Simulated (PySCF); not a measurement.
Vertical excitations of a molecule C2H6N, multiplicity 2 from TDA-ωB97X/def2-SVPD (PySCF), as energy in eV (oscillator strength): 2.16 (0.000), 6.29 (0.000), 7.26 (0.017), 7.48 (0.004), 7.55 (0.061), 8.11 (0.008), 8.25 (0.000), 8.51 (0.000), 8.62 (0.004), 8.91 (0.027). Coordinates come from a PBE0-D3(BJ)/def2-TZVP optimisation. Other conformers were not sampled.

### Question
Pick the molecule that these values belong to.
A. CC[NH]
B. [CH2]CN
C. C[N]C
D. [CH2]NC

### Answer
C, C[N]C
